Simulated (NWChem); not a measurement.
System: C₄H₂Cl₂; SMILES C#CC=C(Cl)Cl

The following NWChem deck was run.

```
start job
memory heap 200 mb stack 900 mb global 1100 mb
geometry units angstroms noautoz
  C     -0.386872     3.170382     0.000000
  C     -0.657705     1.986952     0.000000
  C     -1.018734     0.619222     0.000000
  C     -0.138535    -0.401333     0.000000
  Cl    -0.663287    -2.036796     0.000000
  Cl     1.558802    -0.178150     0.000000
  H     -0.137022     4.215510     0.000000
  H     -2.081999     0.361073     0.000000
end
basis spherical
  C library def2-svp
  Cl library def2-svp
  H library def2-svp
end
dft
  xc xcamb88 1.00 lyp 1.0 hfexch 1.00
  cam 0.33 cam_alpha 0.0 cam_beta 1.0
  iterations 150
  mulliken
end
task dft energy
```

Output (shortened):

```
             Northwest Computational Chemistry Package (NWChem) 7.3.0
             --------------------------------------------------------

 CS  symmetry detected

                             Geometry "geometry" -> ""
                             -------------------------

 Output coordinates in angstroms (scale by  1.889725989 to convert to a.u.)

  No.       Tag          Charge          X              Y              Z
 ---- ---------------- ---------- -------------- -------------- --------------
    1 C                    6.0000    -0.36962848     3.18578333     0.00000000
    2 C                    6.0000    -0.64558821     2.00353831     0.00000000
    3 C                    6.0000    -1.01254189     0.63738594     0.00000000
    4 C                    6.0000    -0.13677449    -0.38697447     0.00000000
    5 Cl                  17.0000    -0.66861006    -2.02014771     0.00000000
    6 Cl                  17.0000     1.56151389    -0.17115024     0.00000000
    7 H                    1.0000    -0.11525099     4.22981861     0.00000000
    8 H                    1.0000    -2.07691579     0.38384781     0.00000000

 Effective nuclear repulsion energy (a.u.)     296.5612843599

      Symmetry information
      --------------------

 Group name             Cs
 Group number              2
 Group order               2
 No. of unique centers     8

                                 NWChem DFT Module
                                 -----------------

 Summary of "ao basis" -> "ao basis" (spherical)
 ------------------------------------------------------------------------------
       Tag                 Description            Shells   Functions and Types
 ---------------- ------------------------------  ------  ---------------------
 C                          def2-svp                 6       14   3s2p1d
 Cl                         def2-svp                 8       18   4s3p1d
 H                          def2-svp                 3        5   2s1p

      Symmetry analysis of basis
      --------------------------

        a'         74
        a"         28

            General Information
            -------------------
          SCF calculation type: DFT
          Wavefunction type:  closed shell.
          No. of atoms     :     8
          No. of electrons :    60
           Alpha electrons :    30
            Beta electrons :    30
          Charge           :     0
          Spin multiplicity:     1
          Use of symmetry is: on ; symmetry adaption is: on
          Maximum number of iterations: 150
          AO basis - number of functions:   102
                     number of shells:    46
          Convergence on energy requested:  1.00D-06
          Convergence on density requested:  1.00D-05
          Convergence on gradient requested:  5.00D-04

              XC Information
              --------------
                     Hartree-Fock (Exact) Exchange  1.000
                   CAM-Becke88 Exchange Functional  1.000
              Lee-Yang-Parr Correlation Functional  1.000

           Range-Separation Parameters
           ---------------------------
           Alpha           :  0.00
           Beta            :  1.00
           Gamma           :  0.33
           Short-Range HF  :     F

             Grid Information
             ----------------
          Grid used for XC integration:  medium
          Radial quadrature: Mura-Knowles
          Angular quadrature: Lebedev.
          Tag              B.-S. Rad. Rad. Pts. Rad. Cut. Ang. Pts.
          ---              ---------- --------- --------- ---------
          C                   0.70       49          12.0       434
          Cl                  1.00       88          14.0       590
          H                   0.35       45          13.0       434
          Grid pruning is: on
          Number of quadrature shells:   462
          Spatial weights used:  Erf1

      Superposition of Atomic Density Guess
      -------------------------------------

 Sum of atomic energies:       -1070.14483854

      Non-variational initial energy
      ------------------------------

 Total energy =   -1072.887357
 1-e energy   =   -2062.764813
 2-e energy   =     693.316172
 HOMO         =      -0.245445
 LUMO         =      -0.001842

      Symmetry analysis of molecular orbitals - initial
      -------------------------------------------------

  Numbering of irreducible representations:

     1 a'          2 a"

  Orbital symmetries:

     1 a'          2 a'          3 a'          4 a'          5 a'
     6 a'          7 a'          8 a'          9 a'         10 a'
    11 a'         12 a"         13 a'         14 a"         15 a'
    16 a'         17 a'         18 a'         19 a'         20 a'
    21 a'         22 a'         23 a"         24 a'         25 a'
    26 a"         27 a"         28 a'         29 a'         30 a"
    31 a"         32 a'         33 a'         34 a'         35 a'
    36 a"         37 a'         38 a'         39 a'         40 a'

     ---------------------------------------------
      Total Density - Mulliken Population Analysis
     ---------------------------------------------

    Atom       Charge   Shell Charges
 -----------   ------   -------------------------------------------------------
    1 C    6     6.46   1.99  0.98  0.62  1.98  0.85  0.03
    2 C    6     5.84   1.99  0.97  0.26  1.92  0.64  0.04
    3 C    6     6.21   1.99  0.96  0.25  2.05  0.93  0.03
    4 C    6     5.43   1.99  0.92  0.18  1.47  0.82  0.06
    5 Cl  17    17.16   2.00  1.99  1.22  0.71  5.94  2.11  3.16  0.02
    6 Cl  17    17.15   2.00  1.99  1.22  0.71  5.94  2.11  3.16  0.02
    7 H    1     0.87   0.62  0.22  0.03
    8 H    1     0.89   0.66  0.21  0.03

   convergence    iter        energy       DeltaE   RMS-Dens  Diis-err
 ---------------- ----- ----------------- --------- --------- ---------
 d= 0,ls=0.0,diis     1  -1072.4961618713 -1.37D+03  1.46D-02  1.23D+00
 d= 0,ls=0.0,diis     2  -1072.4973407618 -1.18D-03  8.42D-03  1.17D+00
 d= 0,ls=0.0,diis     3  -1072.6286844689 -1.31D-01  1.70D-03  4.16D-02
 d= 0,ls=0.0,diis     4  -1072.6341006051 -5.42D-03  4.39D-04  3.61D-03
 d= 0,ls=0.0,diis     5  -1072.6344894632 -3.89D-04  2.34D-04  6.17D-04
  Resetting Diis
 d= 0,ls=0.0,diis     6  -1072.6345719671 -8.25D-05  1.02D-04  7.28D-05
 d= 0,ls=0.0,diis     7  -1072.6345859687 -1.40D-05  4.70D-05  7.76D-06
 d= 0,ls=0.0,diis     8  -1072.6345869179 -9.49D-07  1.76D-05  5.11D-06
 d= 0,ls=0.0,diis     9  -1072.6345876535 -7.36D-07  1.14D-05  5.84D-07
 d= 0,ls=0.0,diis    10  -1072.6345877855 -1.32D-07  7.69D-06  1.63D-07

         Total DFT energy =    -1072.634587785543
      One electron energy =    -2065.349685106240
           Coulomb energy =      774.056162865915
    Exchange-Corr. energy =      -77.902349905120
 Nuclear repulsion energy =      296.561284359902

 Numeric. integr. density =       59.999995809083

                  Occupations of the irreducible representations
                  ----------------------------------------------

                     irrep           alpha         beta
                     --------     --------     --------
                     a'               24.0         24.0
                     a"                6.0          6.0

                       DFT Final Molecular Orbital Analysis
                       ------------------------------------

 Vector   28  Occ=2.000000D+00  E=-4.148953D-01  Symmetry=a'
              MO Center=  3.8D-01, -8.1D-01, -5.0D-16, r^2= 3.9D+00
   Bfn.  Coefficient  Atom+Function         Bfn.  Coefficient  Atom+Function
  ----- ------------  ---------------      ----- ------------  ---------------
    86      0.459595  6 Cl py                67      0.442791  5 Cl px
    83      0.358603  6 Cl py                64      0.343427  5 Cl px
    80      0.205455  6 Cl py                61      0.196691  5 Cl px
    18      0.090401  2 C  px                 4      0.084070  1 C  px
    98      0.084121  8 H  s                 32     -0.082240  3 C  px

 Vector   29  Occ=2.000000D+00  E=-3.880449D-01  Symmetry=a'
              MO Center= -4.6D-01,  2.3D+00,  5.7D-17, r^2= 2.5D+00
   Bfn.  Coefficient  Atom+Function         Bfn.  Coefficient  Atom+Function
  ----- ------------  ---------------      ----- ------------  ---------------
     4      0.407101  1 C  px                18      0.397183  2 C  px
     7      0.237112  1 C  px                21      0.206344  2 C  px
    86     -0.141058  6 Cl py                83     -0.117037  6 Cl py
    45     -0.114517  4 C  s                 98      0.113996  8 H  s
     5     -0.097449  1 C  py                19     -0.093404  2 C  py

 Vector   30  Occ=2.000000D+00  E=-3.313781D-01  Symmetry=a"
              MO Center= -3.2D-01,  7.8D-01, -2.9D-15, r^2= 4.6D+00
   Bfn.  Coefficient  Atom+Function         Bfn.  Coefficient  Atom+Function
  ----- ------------  ---------------      ----- ------------  ---------------
     6      0.309421  1 C  pz                34     -0.305631  3 C  pz
    48     -0.304988  4 C  pz                69      0.281096  5 Cl pz
    87      0.263683  6 Cl pz                37     -0.229543  3 C  pz
    20      0.203959  2 C  pz                 9      0.200125  1 C  pz
    66      0.190268  5 Cl pz                51     -0.181438  4 C  pz

 Vector   31  Occ=0.000000D+00  E= 2.697393D-02  Symmetry=a"
              MO Center= -4.0D-01,  7.6D-01, -3.6D-15, r^2= 4.0D+00
   Bfn.  Coefficient  Atom+Function         Bfn.  Coefficient  Atom+Function
  ----- ------------  ---------------      ----- ------------  ---------------
    51      0.524445  4 C  pz                48      0.448444  4 C  pz
    37     -0.415826  3 C  pz                 9      0.349412  1 C  pz
    34     -0.314857  3 C  pz                 6      0.282277  1 C  pz
    87     -0.227707  6 Cl pz                69     -0.224921  5 Cl pz
    23     -0.192257  2 C  pz                20     -0.156568  2 C  pz

[...]
```

Level: LC-BLYP (range parameter 0.33 per bohr)/def2-SVP. Coordinates come from a PBE0/def2-SVP optimisation.
